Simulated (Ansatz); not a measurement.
Ansatz (an electronic-structure program) input (SVWN5/6-31G* with LANL2DZ past Ar): The .json file joins the Basis Set Exchange's 6-31G* for atoms up to Ar and LANL2DZ past it.

Ansatz 0.2 input:
```yaml
crystal:
  periodic: [false, false, false]
  atoms:
    - {symbol: Y, position_ang: [0.37535354, -0.02463110, 0.35486611]}
    - {symbol: Cl, position_ang: [1.05258520, 0.39262530, -1.95052497]}
    - {symbol: Cl, position_ang: [-1.91369039, -0.33611866, 1.13642036]}
basis:
  gaussian:
    orbitals: 6-31Gs+LANL2DZ.json
hamiltonian:
  xc: {name: SVWN5}
magnetization: {spin_polarized: true, initial_magnetization: 1}
output: {forces: true}
```

Task: What final total energy does it give?

Result: -955.36767 Eh.
